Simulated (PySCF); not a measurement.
**How methods differ on the electron affinity of Co**

Co⁻ [Ar] 3d8 4s2 (3F) → Co [Ar] 3d7 4s2 (4F), as a difference of total energies. Calculation: PySCF 2.14, in dyall-av2z (16s12p7d2f, 101 functions); the non-relativistic Hamiltonian (point nucleus). Correlated levels: valence: [Ar] frozen; virtual orbitals above 40 to 60 times the deepest correlated orbital energy dropped. The calculations carry no spin-orbit coupling.

```
           method  electron affinity (eV)
              UHF                  -1.730
              LDA                   1.968
              PBE                   1.649
             PBE0                   0.928
           r2SCAN                   1.276
            HSE06                   0.942
          r2SCAN0                   0.713
            B97-3                   0.900
             MN15                   1.869
    MP2 (valence)                   0.573
SCS-MP2 (valence)                   0.413
```

A first-order spin-orbit estimate (lowest level to lowest level, LS coupling) adds -0.009 eV.

These non-relativistic numbers lack the scalar-relativistic shift.

Errors of the correlated levels include the incompleteness of this basis and the frozen core.

A negative affinity means that the anion lies above the atom at that level of theory.

In the anion the highest occupied orbital energy is positive at LDA, PBE, PBE0, r2SCAN, HSE06, r2SCAN0, B97-3, a self-interaction effect; the basis confines that electron, and the energy difference can still be sensible.

For comparison: 0.662 eV (measured; photodetachment measurements, as compiled on the Wikipedia data page of electron affinities).
